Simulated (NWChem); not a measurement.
System: CH₈O₂Si₃; SMILES O[Si@]1([SiH3])OC[SiH2]1

Input file for NWChem:

```
start job
memory heap 200 mb stack 900 mb global 1100 mb
geometry units angstroms
  O      1.971153    -0.756800     0.321362
  Si     0.403962    -0.279595     0.006424
  Si    -0.811926    -2.288947     0.087243
  O      0.251881     0.568724    -1.452644
  C     -0.363572     1.857144    -1.144262
  Si    -0.457912     1.762319     0.793229
  H      2.651197    -0.069526     0.253098
  H     -0.673093    -2.924654     1.427235
  H     -0.353565    -3.250526    -0.953169
  H     -2.256172    -1.998368    -0.138548
  H     -1.340072     1.920277    -1.638018
  H      0.269088     2.656943    -1.545722
  H      0.424363     2.736821     1.499264
  H     -1.828883     1.864125     1.369220
end
basis spherical
  * library sto-3g
end
dft
  xc hfexch
  iterations 150
end
driver
  maxiter 120
end
task dft optimize
task dft freq
```

The level has its own optimisation; frequencies are unscaled. Brackets give each atom's bonded neighbours.

Task: Give the results of this calculation. (Hartree-Fock/STO-3G.) Quantities: r O–Si [O(HSi)–Si(OOSiSi)] (Å); r H–O (Å); r Si–Si [Si(HHHSi)–Si(OOSiSi)] (Å); r O–Si [O(CSi)–Si(OOSiSi)] (Å); highest harmonic frequency (cm⁻¹); lowest (cm⁻¹); zero-point energy (kcal/mol); dipole (D).

Result: 
* **r O–Si [O(HSi)–Si(OOSiSi)] (Å)**: 1.684
* **r H–O (Å)**: 0.985
* **r Si–Si [Si(HHHSi)–Si(OOSiSi)] (Å)**: 2.257
* **r O–Si [O(CSi)–Si(OOSiSi)] (Å)**: 1.721
* **highest harmonic frequency (cm⁻¹)**: 4251
* **lowest (cm⁻¹)**: 63
* **zero-point energy (kcal/mol)**: 69.3
* **dipole (D)**: 2.13
